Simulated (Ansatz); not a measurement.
Input for Ansatz (development build ahead of 0.2.0):

```yaml
crystal:
  periodic: [false, false, false]
  atoms:
    - { symbol: C, position_ang: [1.41, 0.0, 0.0] }
    - { symbol: C, position_ang: [0.705, 1.2211, 0.0] }
    - { symbol: C, position_ang: [-0.705, 1.2211, 0.0] }
    - { symbol: C, position_ang: [-1.41, 0.0, 0.0] }
    - { symbol: C, position_ang: [-0.705, -1.2211, 0.0] }
    - { symbol: C, position_ang: [0.705, -1.2211, 0.0] }
    - { symbol: C, position_ang: [2.82, 0.0, 0.0] }
    - { symbol: H, position_ang: [3.37, 0.93, 0.0] }
    - { symbol: H, position_ang: [3.37, -0.93, 0.0] }
    - { symbol: H, position_ang: [1.2475, 2.16073, 0.0] }
    - { symbol: C, position_ang: [-1.41, 2.44219, 0.0] }
    - { symbol: H, position_ang: [-2.4904, 2.45351, 0.0] }
    - { symbol: H, position_ang: [-0.8796, 3.38351, 0.0] }
    - { symbol: H, position_ang: [-2.495, 0.0, 0.0] }
    - { symbol: C, position_ang: [-1.41, -2.44219, 0.0] }
    - { symbol: H, position_ang: [-0.8796, -3.38351, 0.0] }
    - { symbol: H, position_ang: [-2.4904, -2.45351, 0.0] }
    - { symbol: H, position_ang: [1.2475, -2.16073, 0.0] }
basis:
  gaussian: { orbitals: def2-SVP }
magnetization:
  initial_magnetization: 3
hamiltonian:
  xc: pbe0
```

The input is written out in the form of the current development build from the run's settings.

The run gave:

```yaml
Converged: yes
Total_energy: -347.57244 hartree
Spin_squared_of_the_determinant: 3.750
Stability_test: minimum among restricted orbitals
```

Caution: other spin multiplicities may lie lower.
